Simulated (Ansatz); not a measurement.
CH$_{4}$O$_{2}$Si, SMILES `CO[Si]O`, 8 atoms. The species carries charge 0 and has multiplicity 1. All runs use 2 threads of a server CPU on a shared host. Correlated methods freeze the cores.

Question: Give the basis size and wall time and peak host memory of each of these runs in Ansatz. RKS PBE0-D4/def2-TZVP relaxation (9 steps); RHF-CCSD(T)/def2-SVP energy; RKS PBE-D4/def2-TZVPP energy and forces; RKS PBE-QIDH (frozen core)/def2-TZVPP energy; RKS PBE0-D4/def2-TZVP frequencies; RHF-MP2/def2-QZVPP energy; RKS PBE0-D4/def2-SVP energy; RHF-CCSD(T)/def2-TZVPP energy; direct RPA on PBE orbitals/def2-TZVPP energy; RKS B2PLYP (frozen core)/def2-TZVPP energy; RKS ωB97M-V/def2-QZVPP energy; RKS ωB97M-V/def2-TZVPP energy and forces. (Best estimate.)

Answer: Ansatz gave: Other jobs shared the machine, so times are rough.

```tsv
level	job	functions	wall time	peak host memory (GiB)
RKS PBE0-D4/def2-SVP	energy	80	0.8 s	0.16
RKS PBE-D4/def2-TZVPP	energy and forces	191	2.1 s	0.21
RHF-CCSD(T)/def2-SVP	energy	80	2.4 s	0.25
RKS PBE-QIDH (frozen core)/def2-TZVPP	energy	191	4.2 s	0.4
RKS B2PLYP (frozen core)/def2-TZVPP	energy	191	4.4 s	0.4
direct RPA on PBE orbitals/def2-TZVPP	energy	191	4.8 s	0.4
RKS ωB97M-V/def2-TZVPP	energy and forces	191	7.5 s	0.5
RKS ωB97M-V/def2-QZVPP	energy	361	13 s	1.1
RHF-MP2/def2-QZVPP	energy	361	15 s	1.4
RKS PBE0-D4/def2-TZVP	relaxation (9 steps)	154	23 s	0.31
RHF-CCSD(T)/def2-TZVPP	energy	191	39 s	2.1
RKS PBE0-D4/def2-TZVP	frequencies	154	85 s	0.33
```
